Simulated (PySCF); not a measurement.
# Ionisation energy of W²⁺ by level of theory

W²⁺ [Xe] 4f14 5d4 (5D) → W³⁺ [Xe] 4f14 5d3 (4F), as a difference of total energies. Computed with PySCF 2.14 in aug-cc-pVTZ-PP with one added diffuse shell each of s, p, d, f, g type with ECP60MDF (7s7p6d4f3g, 113 functions), with a scalar-relativistic core potential. Correlated levels: valence: 5s2 5p6 frozen. The calculations carry no spin-orbit coupling.

```csv
method,ionisation energy (eV)
UHF,24.751
LDA,26.298
PBE,26.063
PBE0,25.948
r2SCANh,25.832
BP86,26.082
wB97M-V,25.682
MP2 (valence),25.239
```

**Question.** Estimate what r2SCAN gives.

**Answer.** 25.839 eV, closest to r2SCANh among the rows shown.

**Question.** Estimate what SCS-MP2 (valence) gives.

**Answer.** 24.914 eV, closest to UHF among the rows shown.

The reference lies between the lowest fine-structure levels, while these numbers refer to the centres of the terms.

Errors of the correlated levels include the incompleteness of this basis and the frozen core.

For comparison: 26 ± 0.4 eV (semi-empirical (NIST evaluation); NIST Atomic Spectra Database, ionization energies).
